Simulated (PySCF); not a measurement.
Basis-set dependence of population analyses: `FB(F)F`

Compound: BF3.
SMILES with atom numbers: `[F:1][B:2]([F:3])[F:4]`

PBE0 throughout (PySCF), one geometry, spherical d and f functions. Isolated species at its PBE0-D3(BJ)/def2-SVP geometry, gas phase. Atoms taken as equivalent share a column and are averaged.

Mulliken charges (e):

| basis | functions | F1/F3/F4 | B2 |
| --- | --- | --- | --- |
| STO-3G | 20 | -0.138 | +0.413 |
| 6-31G | 36 | -0.279 | +0.837 |
| 6-31G* | 56 | -0.255 | +0.764 |
| def2-SVP | 56 | -0.102 | +0.306 |
| 6-311+G(2d,p) | 108 | -0.299 | +0.896 |
| def2-TZVP | 124 | -0.215 | +0.645 |

IAO charges (e):

```json
{"basis": "STO-3G", "functions": "20", "F1/F3/F4": "-0.184", "B2": "+0.553"}
{"basis": "6-31G", "functions": "36", "F1/F3/F4": "-0.298", "B2": "+0.894"}
{"basis": "6-31G*", "functions": "56", "F1/F3/F4": "-0.316", "B2": "+0.949"}
{"basis": "def2-SVP", "functions": "56", "F1/F3/F4": "-0.309", "B2": "+0.926"}
{"basis": "6-311+G(2d,p)", "functions": "108", "F1/F3/F4": "-0.320", "B2": "+0.959"}
{"basis": "def2-TZVP", "functions": "124", "F1/F3/F4": "-0.323", "B2": "+0.969"}
```

Problem. Which scheme is steadiest as the basis changes?

Solution. Largest range over the bases for any column: IAO 0.42 e, Mulliken 0.59 e. IAO charges move least and Mulliken charges most, counted in e. Without the minimal STO-3G basis the ranges are IAO 0.07, Mulliken 0.59 e.

Problem. How much do the charges still move between the two largest bases, 6-311+G(2d,p) and def2-TZVP?

Solution. At most, over all atoms: Mulliken 0.251 e, IAO 0.010 e.

Problem. What do the same runs give for the total energy and the frontier levels?

Solution. 
```csv
basis,energy (Eh),HOMO (eV),LUMO (eV)
STO-3G,-319.6254,-6.68,5.02
6-31G,-324.1479,-12.15,0.45
6-31G*,-324.2321,-11.67,1.38
def2-SVP,-323.9937,-11.99,0.98
"6-311+G(2d,p)",-324.3533,-12.30,-0.11
def2-TZVP,-324.3897,-12.22,0.46
```
